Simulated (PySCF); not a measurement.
## Working out the ionisation energy of Br

Br [Ar] 3d10 4s2 4p5 (2P) → Br⁺ [Ar] 3d10 4s2 4p4 (3P). Calculation: PySCF 2.14, in Sapporo-DKH3-DZP-2012 (6s5p3d1f, 43 functions); the spin-free X2C one-electron Hamiltonian (Gaussian nucleus). Frozen: [Ar] 3d10. Energies in hartree (1 hartree = 27.21139 eV):

```json
{"part": "UHF", "Br (lower)": "-2604.351945", "Br⁺ (upper)": "-2603.957744"}
{"part": "CCSD correlation", "Br (lower)": "-0.113017", "Br⁺ (upper)": "-0.091885"}
{"part": "(T)", "Br (lower)": "-0.001532", "Br⁺ (upper)": "-0.001137"}
```

**Question.** What does Hartree-Fock give?

**Answer.** (-2603.957744) − (-2604.351945) = 0.394201 hartree = 10.727 eV.

**Question.** What do CCSD and CCSD(T) give?

**Answer.** The CCSD correlation energies differ by 0.021132 hartree = 0.575 eV and the triples by 0.000395 hartree = 0.011 eV, so CCSD gives 11.302 eV and CCSD(T) 11.313 eV.

Measured between the centres of the two terms (NIST): 11.844 eV, so CCSD(T) (valence) is off by -0.531 eV.

A double-zeta basis recovers only part of the correlation energy.

What remains against the reference includes basis incompleteness, the frozen core and higher excitations.
